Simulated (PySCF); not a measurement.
A series of related molecules.

All values: wB97X-D/def2-SVPD (PySCF) at PBE0-D3(BJ)/def2-SVP geometries, gas phase, one conformer each. Core orbitals are frozen in the response; Δα² is half the sum of the squared differences of the principal polarisabilities. The calculation is non-relativistic, for germanium too.

Problem. Rank by polarisability anisotropy Δα, lowest first.
A. `[O:1]=[C:2]([OH:3])[GeH2:4][O:5][SiH3:6]` with O1–C2–O3–H 0°, O1–C2–Ge4–O5 2°, C2–Ge4–O5–Si6 -4°
B. `[NH2:1][GeH2:2][C:3](=[O:4])[OH:5]` with H–N1–Ge2–C3 65° and -62°, N1–Ge2–C3–O4 83°, Ge2–C3–O5–H 177°
C. `[CH3:1][S:2][GeH2:3][C:4](=[O:5])[OH:6]` with C1–S2–Ge3–C4 65°, S2–Ge3–C4–O5 153°, Ge3–C4–O6–H -179°

Solution. B (2.14 Å³), A (2.99 Å³), C (4.04 Å³).

Problem. Rank by vertical ionisation energy (ΔSCF), highest first.
A. `[C](=O)(O)[GeH2][S]C`
B. `O=[C](O)[GeH2][O][SiH3]`
C. `[NH2][GeH2][C](=O)O`
D. `O=[C](O)[GeH3]`

Solution. D (10.33 eV), B (10.17 eV), C (9.55 eV), A (9.07 eV).

Problem. Rank by mean static polarisability, highest first.
A. `O=[C](O)[GeH3]`
B. `[NH2][GeH2][C](=O)O`
C. `O=[C](O)[GeH2][O][SiH3]`
D. `C[S][GeH2][C](=O)O`

Solution. D (12.50 Å³), C (11.64 Å³), B (8.77 Å³), A (7.74 Å³).

All values together:

```csv
SMILES,change,formula,μ (D),HOMO (eV),LUMO (eV),α (Å³),Δα (Å³),electrons,α per electron (Å³),ΔSCF removal energy (eV)
O=[C](O)[GeH3],parent,CH4GeO2,1.54,-9.88,1.14,7.74,2.32,58,0.133,10.33
C[S][GeH2][C](=O)O,H on Ge replaced by SCH3,C2H6GeO2S,2.28,-8.78,1.01,12.50,4.04,82,0.152,9.07
O=[C](O)[GeH2][O][SiH3],H on Ge replaced by OSiH3,CH6GeO3Si,2.63,-9.94,0.93,11.64,2.99,82,0.142,10.17
[NH2][GeH2][C](=O)O,H on Ge replaced by NH2,CH5GeNO2,1.57,-9.21,0.97,8.77,2.14,66,0.133,9.55
```

Conformers: `[O:1]=[C:2]([OH:3])[GeH3:4]` with O1–C2–O3–H 0°; `[CH3:1][S:2][GeH2:3][C:4](=[O:5])[OH:6]` with C1–S2–Ge3–C4 65°, S2–Ge3–C4–O5 153°, Ge3–C4–O6–H -179°; `[O:1]=[C:2]([OH:3])[GeH2:4][O:5][SiH3:6]` with O1–C2–O3–H 0°, O1–C2–Ge4–O5 2°, C2–Ge4–O5–Si6 -4°; `[NH2:1][GeH2:2][C:3](=[O:4])[OH:5]` with H–N1–Ge2–C3 65° and -62°, N1–Ge2–C3–O4 83°, Ge2–C3–O5–H 177°.

Problem. Give the shifts from the parent, `O=[C](O)[GeH3]`.

Solution. 
| SMILES | change in μ (D) | change in HOMO (eV) | change in LUMO (eV) | change in mean α (Å³) | change in ionisation energy (eV) |
| --- | --- | --- | --- | --- | --- |
| C[S][GeH2][C](=O)O | +0.74 | +1.10 | -0.13 | +4.76 | -1.26 |
| O=[C](O)[GeH2][O][SiH3] | +1.09 | -0.06 | -0.21 | +3.90 | -0.16 |
| [NH2][GeH2][C](=O)O | +0.03 | +0.67 | -0.17 | +1.03 | -0.78 |
